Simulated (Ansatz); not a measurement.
CH₇NOSSi (`NC(O)[SiH2]S`). Total charge 0; spin multiplicity 1.

Z-matrix (Å, degrees):
```
C
O 1 1.416
Si 1 1.906 2 105.1
N 1 1.443 2 109.8 3 -123.7
H 1 1.101 2 110.4 3 118.4
H 2 0.965 1 105.9 3 160.8
S 3 2.139 1 107.5 2 -69.2
H 3 1.485 1 111.9 2 54.2
H 3 1.486 1 109.9 2 176.7
H 4 1.010 1 112.4 2 -152.5
H 4 1.015 1 112.0 2 84.1
H 7 1.346 3 92.7 1 57.2
```

(1) What are the harmonic wavenumbers in cm⁻¹ at PBE0-D4/def2-TZVP (Ansatz, finite differences of forces, unscaled)? (Best estimate.)

(2) Is this a minimum?

(3) Give the ideal-gas thermochemistry at 298.15 K and 1 bar (rigid rotor, harmonic oscillator; point group C1, symmetry number 1).

Answers

(1) Ansatz gave: 70, 120, 207, 253, 267, 344, 403, 502, 521, 560, 631, 662, 776, 818, 866, 935, 1006, 1116, 1135, 1264, 1363, 1395, 1648, 2223, 2233, 2699, 2983, 3510, 3628, 3792.

(2) Yes, all 30 modes are real.

(3) Zero-point energy 226.9 kJ/mol; H(298) − E = 249.7 kJ/mol; entropy 358.9 J/(mol·K), of which translation 167.4, rotation 114.9, vibration 76.7; G(298) − E = 142.7 kJ/mol. Modes under 100 cm⁻¹ are hindered rotations or soft bends, so the harmonic entropy is rough.
